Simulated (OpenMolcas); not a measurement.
Levels of Cl III by method

```json
{"Program": "OpenMolcas 26.06", "Basis": "ANO-RCC-VQZP [6s5p3d2f1g]", "Scalar Hamiltonian": "DKH2, point nucleus", "Active space": "5 electrons in 9 orbitals (RAS2 3s 3p; RAS3 3d, at most 2 electrons)", "State averaging": "2S+1 = 4 odd, 1 root; 2S+1 = 2 odd, 11 roots; 2S+1 = 4 even, 3 roots; 2S+1 = 2 even, 9 roots", "Spin-orbit coupling": "RASSI with atomic mean-field integrals over the reference wave functions, term energies averaged over their components"}
```

Methods on the same reference wave functions:
A. RASSCF
B. SS-RASPT2, IPEA 0.25 Eh, imaginary shift 0.1 Eh (closed shells correlated: 2s 2p)
C. MS-RASPT2, IPEA 0.25 Eh, imaginary shift 0.1 Eh (closed shells correlated: 2s 2p)
D. XMS-RASPT2, IPEA 0.25 Eh, imaginary shift 0.1 Eh (closed shells correlated: 2s 2p)

Energies in cm⁻¹ above 3s² 3p³ ⁴S°_3/2, the measured ground level; measured values from Moore, Atomic Energy Levels, vol. I, NSRDS-NBS 35 (1971 reprint of NBS Circular 467, 1949).

```tsv
Level	A	B	C	D	Measured
3s² 3p³ ⁴S°_3/2	0.0	0.0	0.0	0.0	0.0
3s² 3p³ ²D°_3/2	22093	18370	18370	18220	18053
3s² 3p³ ²D°_5/2	22142	18420	18420	18270	18120
3s² 3p³ ²P°_1/2	34280	30450	30360	30500	29812
3s² 3p³ ²P°_3/2	34325	30500	30410	30560	29907
3s 3p⁴ ⁴P_5/2	98973	98850	98850	98590	98520
3s 3p⁴ ⁴P_3/2	99521	99400	99400	99140	99130
3s 3p⁴ ⁴P_1/2	99839	99720	99720	99460	99475
3s 3p⁴ ²D_3/2	127862	124680	124680	124390	
3s 3p⁴ ²D_5/2	127879	124690	124690	124410
```

Deviations, from unrounded energies. A percentage is the sum of absolute deviations over the sum of measured energies, with the sign that they share, or ± where signs differ.

```tsv
Against measurement	Levels	A	B	C	D
mean absolute deviation (cm-1)	7	2600	380	360	250
other terms of the ground configuration (%)	4	+17.7	+1.9	+1.7	+1.7
other configurations (%)	3	+0.4	+0.3	+0.3	±0.0
```

D lies closest to measurement on these levels and A furthest from it. The largest miss of D in the table is 3s² 3p³ ²P°_1/2, by +690 cm-1. The ranking rests on the paired levels alone, and a cruder setting can come out closer through cancelling errors.

Among B to D the level of the table that moves most is 3s 3p⁴ ²D_5/2, by 290 cm-1 (lowest in D, highest in C). Moves below CASPT2's spread within the term are not significant.

The mean deviations of B to D differ by less than CASPT2's widest spread within a term (210 cm-1), so their order carries little weight.

From A to B the spin-free energies of the other terms of 3s² 3p³ shown, above ⁴S°, scale by factors of 0.83 to 0.89.

The lowest spin-free term lies below A's lowest term by 0.079 hartree in B, 0.079 hartree in C, 0.079 hartree in D.

CASPT2 does not keep the components of a term degenerate, so their means are used; among the terms shown or strongly mixed into the levels shown the widest spread is 210 cm-1 (3s 3p⁴ ²D, C). The run also gave levels led by 3s² 3p² 3d, which use shells meant for correlation; these and all levels above them are left out. Some terms mix strongly with configurations of 3d, whose occupation reaches 0.31 (3s 3p⁴ ⁴P, 3s 3p⁴ ²D). Measured partners are found by configuration, term and J. A level has none where our copy of the source lacks it or the pairing is in doubt (some pairs that miss far off the trend of their configuration count as doubtful), and it then counts in no deviation. Only configurations of the active space appear. Levels that lie high or do not pair safely by name in every column are left out.

° marks odd parity.
